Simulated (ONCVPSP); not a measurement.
**Varying the ONCV potential for Al**

Base potential:

Al (Z = 13), optimised norm-conserving Vanderbilt (ONCV), made with ONCVPSP 4.0.1 (PBEsol, scalar-relativistic). Core [Ne], reference 3s2 3p1. Waves: 3s: rc 1.75 bohr, ncon 3, nbas 7, qcut 4.7 1/bohr, 2 projectors, debl 3.6 Ha; 3p: rc 2.85 bohr, ncon 4, nbas 9, qcut 2.8 1/bohr, 2 projectors, debl 3.7 Ha; d scattering state at 0.38 Ha: rc 2.65 bohr, ncon 4, nbas 8, qcut 3.5 1/bohr, 3 projectors, debl 1.3 Ha. Local part: polynomial inside 1.65 bohr (lpopt 5, dvloc0 0 Ha). Core correction: Teter function, fcfact 3.25, rcfact 1.05.

Cutoffs, loose and tight: the cutoffs (Ha) at which the residual kinetic energy of the hardest occupied pseudo-wave falls to 1 and 0.1 mHa per electron. They do not see the model core or the augmentation charge, which bear on the density cutoff. Test errors are all-electron minus pseudo excitation energies from the reference, over the configurations 3s2 3p0; 3s1 3p0; 3s2 3p0.5; 3s1 3p2. A dash means not determined; rows that change the core or the reference have their own tests.

For the base: The cutoffs count occupied waves only; projector 2 of the d channel, the hardest unoccupied one, needs 22 Ha at the loose tolerance.

A true bound ghost makes a file unfit for plane-wave use even where its test errors are small: the radial tests pick states by their node count and pass the ghost by.

| change | outcome | cutoff, loose | cutoff, tight | bound ghosts | GHOST(+) flags above zero | largest test error (meV) |
| --- | --- | --- | --- | --- | --- | --- |
| base | generated | 6.2 Ha | 8.1 Ha | none | s | -6.0 |
| all radii but the core radius scaled by about 0.77 (s 1.36, p 2.20, d 2.04 bohr); local potential polynomial inside 1.28 bohr (lpopt 5, dvloc0 0 Ha) | generated | 30 Ha | 84 Ha | s | none | -11 |
| all radii but the core radius scaled by about 0.87 (s 1.52, p 2.48, d 2.30 bohr); local potential polynomial inside 1.44 bohr (lpopt 5, dvloc0 0 Ha) | generated | 5.5 Ha | 18 Ha | s | none | -9.0 |
| all radii but the core radius scaled by about 0.92 (s 1.60, p 2.62, d 2.44 bohr); local potential polynomial inside 1.52 bohr (lpopt 5, dvloc0 0 Ha) | generated | 5.7 Ha | 7.7 Ha | none | s | -5.0 |
| all radii but the core radius scaled by about 1.09 (s 1.90, p 3.10, d 2.88 bohr); local potential polynomial inside 1.80 bohr (lpopt 5, dvloc0 0 Ha) | generated | 6.3 Ha | 8.3 Ha | none | s, p | -7.0 |
| all radii but the core radius scaled by about 1.15 (s 2.02, p 3.28, d 3.06 bohr); local potential polynomial inside 1.90 bohr (lpopt 5, dvloc0 0 Ha) | generated | 6.3 Ha | 8.2 Ha | none | s, p | -7.5 |
| all radii but the core radius scaled by about 1.24 (s 2.18, p 3.54, d 3.30 bohr); local potential polynomial inside 2.06 bohr (lpopt 5, dvloc0 0 Ha) | generated | 6.1 Ha | 8.0 Ha | none | p | -7.5 |
| all radii but the core radius scaled by about 1.34 (s 2.34, p 3.80, d 3.54 bohr); local potential polynomial inside 2.20 bohr (lpopt 5, dvloc0 0 Ha) | generated | 5.9 Ha | 7.7 Ha | none | s | -6.5 |

Reading the sweep of the scale of all radii but the core radius (base = 1) (base included, trends over the rows without a ghost): The loose cutoff stays near 6.3 Ha. The median size of the test errors (rows with all tests solved) is not monotonic: lowest 2.3 meV at 0.92, highest 4.4 meV at 1.24. Bound ghosts are found at 0.77, 0.87.
